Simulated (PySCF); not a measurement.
## Computed structure and properties of Nd2H6

System: Nd2H6 (singlet in the valence; each metal's 4f electrons, 3 of them, lie in its core potential, out of spins and levels); start: template (D2h). Method: PySCF 2.14.0, RKS r2SCAN, Nd lcecp-1-SVP with ECP49, H def2-SVP; non-relativistic Hamiltonian with scalar-relativistic core potentials where named; density fitting; no spin-orbit coupling.

Input of the relaxation:

```python
mol = gto.M(atom='''
Nd     0.00000     0.00000     1.71950
Nd    -0.00000    -0.00000    -1.71950
H      1.47050     0.00000    -0.00000
H     -1.47050    -0.00000     0.00000
H      0.00000     1.91990     2.91660
H      0.00000    -1.91990     2.91660
H     -0.00000     1.91990    -2.91660
H     -0.00000    -1.91990    -2.91660''',
    basis={'Nd': 'lcecp-1-SVP', 'H': 'def2-SVP'},
    ecp={'Nd': 'lcecp-1-SVP'},
    charge=0, spin=0)
mf = dft.RKS(mol, xc='R2SCAN')
mf.grids.atom_grid = (50, 194)  # f atoms: unpruned, at least (60, 302)
mf = mf.density_fit()  # fitting sets: Nd AutoAux, H def2-universal-JKFIT
mf.conv_tol = 1e-08; mf.max_cycle = 55
mf.kernel(dm0)  # dm0: converged density of the start geometry
# quasi-Newton relaxation in Cartesian coordinates to a largest gradient under 0.00045 Eh/bohr, steps kept in the point group
```

Run from Python with OMP_NUM_THREADS=2; the lines above give its settings. Where DIIS fails, smearing, a level shift and second-order steps follow.
It took 47 s on 2 threads of Arm Neoverse V1 (shared host), from the converged density of the start.

Course of the relaxation:

```
step  energy above end (eV)  largest force component within the symmetry (eV/Å)
   0                 0.7192                                               1.821
   1                 0.3788                                               1.385
   2                 0.0303                                               0.175
   3                 0.0196                                               0.136
   4                 0.0015                                               0.088
   5                 0.0007                                               0.056
   6                 0.0001                                               0.020
   7                 0.0000                                               0.005
```

Relaxed geometry (D2h):

```xyz
8

Nd    0.0000    0.0000    1.8425
Nd    0.0000    0.0000   -1.8425
H     1.2697    0.0000    0.0000
H    -1.2697    0.0000    0.0000
H     0.0000    1.7321    2.9541
H     0.0000   -1.7321    2.9541
H     0.0000    1.7321   -2.9541
H     0.0000   -1.7321   -2.9541
```

```tsv
contact	Å
Nd1–H3 (H)	2.238
Nd1–H4 (H)	2.238
Nd1–H5 (H)	2.058
Nd1–H6 (H)	2.058
Nd2–H7 (H)	2.058
Nd2–H8 (H)	2.058
```

On the finer grid (75, 302):

```json
{"HOMO": "-5.92 eV", "LUMO": "-2.67 eV", "Dipole about the centre of mass": "0.00 D", "Set of Mulliken populations of Nd1 outside the core potential": "s 2.47, p 6.31, d 1.41, f 0.02", "D3(BJ) dispersion energy (not in the energies)": "-0.035 eV"}
```

| atom | Mulliken (e) | Löwdin (e) | spin (e) |
| --- | --- | --- | --- |
| Nd1 | 0.79 | 0.48 | 0.00 |
| Nd2 | 0.79 | 0.48 | 0.00 |
| H3 | -0.34 | -0.13 | 0.00 |
| H4 | -0.34 | -0.13 | 0.00 |
| H5 | -0.22 | -0.18 | 0.00 |
| H6 | -0.22 | -0.18 | 0.00 |
| H7 | -0.22 | -0.18 | 0.00 |
| H8 | -0.22 | -0.18 | 0.00 |

The 4f levels lie in the core potential and are missing. Their spin isn't counted.

No frequency check is given for this geometry.

Taking off one H (charge -1, singlet; the rest: singlet) in vacuum, both parts rigid, costs 10.84 eV; the small basis without counterpoise inflates it. Most of it is the attraction of opposite charges; other ways to part are cheaper, and one spin state was tried for the rest.

Rigid scan of H along the line from its metal:

distance to H3 (Å), energy (eV) and a bar:
```
     1.94      0.291 ######
     2.04      0.117 ##
     2.14      0.026 #
     2.24      0.000 
     2.34      0.021 
     2.44      0.077 ##
     2.64      0.254 #####
     2.94      0.583 ############
     3.34      1.007 ####################
     3.84      1.508 ##############################
```

One start shape was tried, so this needn't be the lowest isomer.

An lcecp potential fixes the number of 4f electrons, so in runs with it no electron can move into or out of that shell.
